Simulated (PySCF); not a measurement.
C6H8NO (doublet state).
Geometry (GFN2-xTB, Å), atoms numbered from 1 in this order:
```
atom  x, y, z in Å
O1     3.1446    0.3420    2.0322
C2     2.7225    0.9265    1.0676
N3     1.7122    0.7100    0.2543
C4     0.7895   -0.4056    0.3405
C5     0.3284   -1.0771   -0.9374
C6    -0.5959   -0.2336   -0.1389
C7    -1.5214    0.8936   -0.3912
C8    -1.9691   -0.3106    0.4067
H9     1.5385    1.3572   -0.5009
H10    0.9993   -1.0104    1.2132
H11    0.6978   -0.6853   -1.8752
H12    0.1998   -2.1497   -0.9347
H13   -1.3607    1.8223    0.1379
H14   -1.9202    1.0222   -1.3873
H15   -2.6658   -0.9970   -0.0520
H16   -2.1071   -0.1954    1.4716
```

The hyperfine couplings belong to this conformer and change with its torsions.

Identity: `O=[C]N[C@@H]1CC12CC2` [radical].

Computed with UKS B3LYP, pcH-1 on C H N O, non-relativistic, mean-field spin-orbit, GIAO (PySCF). The structure is a single GFN2-xTB conformer in the gas phase; no vibrational or solvent corrections. Couplings are sensitive to structure, and on GFN2-xTB geometries they can be far from those on DFT ones. No stability test was run, so a lower SCF solution isn't excluded.

Q: What is the g tensor, term by term?

A: 
```tsv
Δg (ppm)	1	2	3
relativistic mass correction	-237	-237	-237
gauge correction	46	19	-136
orbital Zeeman/spin–orbit	-3302	-190	2374
total	-3493	-408	2001
```

So g = 1.99883, 2.00191, 2.00432 and g_iso = 2.00169; the tensor is rhombic: the two nearest values differ by 44 % of g3 − g1. 

Q: What are the electron Larmor frequencies g μB B/h along the three axes at 340 mT?

A: 9.5119, 9.5265, 9.5380 GHz for g1, g2 and g3, a range of 26.1 MHz.

Q: At 9.723 GHz, how far is the centre of the isotropic spectrum from where a free electron (g = 2.002319) resonates?

A: B = hν/(g μB) with μB/h = 13.99624 MHz/mT gives 346.94 mT for the free electron and 347.05 mT at g_iso, 0.11 mT higher.

Q: Average each term over the three axes. Which is largest in size?

A: The orbital-Zeeman/spin–orbit term -373, the mass correction -237 and the gauge correction -24 ppm, for a total of -633 ppm. The orbital-Zeeman/spin–orbit term is the largest in size. The mass correction is the same along every axis, so the anisotropy comes from the other two: their spans along these axes are 181 (gauge) and 5675 ppm (orbital Zeeman/spin–orbit).

Q: In a frozen sample, at which fields do the three g values resonate at 9.5, 34, 94 and 263 GHz (hyperfine left aside), and which band first spreads them over more than twice a line width of 0.5 mT?

A: 
| band | GHz | B(g3) mT | B(g2) mT | B(g1) mT | spread mT |
| --- | --- | --- | --- | --- | --- |
| X | 9.5 | 338.65 | 339.05 | 339.58 | 0.93 |
| Q | 34.0 | 1211.99 | 1213.45 | 1215.32 | 3.33 |
| W | 94.0 | 3350.80 | 3354.84 | 3360.01 | 9.21 |
| J | 263.0 | 9375.12 | 9386.41 | 9400.89 | 25.77 |

The spread grows in proportion to the frequency. Q band is the first where it exceeds 1.0 mT.

The Mulliken spin populations are largest on C2 (+0.67) and O1 (+0.28).

The HOMO–LUMO gaps are 6.09 eV among the α and 5.51 eV among the β orbitals.

The run took 83 s of wall time (grids of density and orbitals included) on an Arm Neoverse V1 with one thread, shared host with 32 logical CPUs at a one-minute load of 25, and the process peaked at 0.97 GiB of memory.
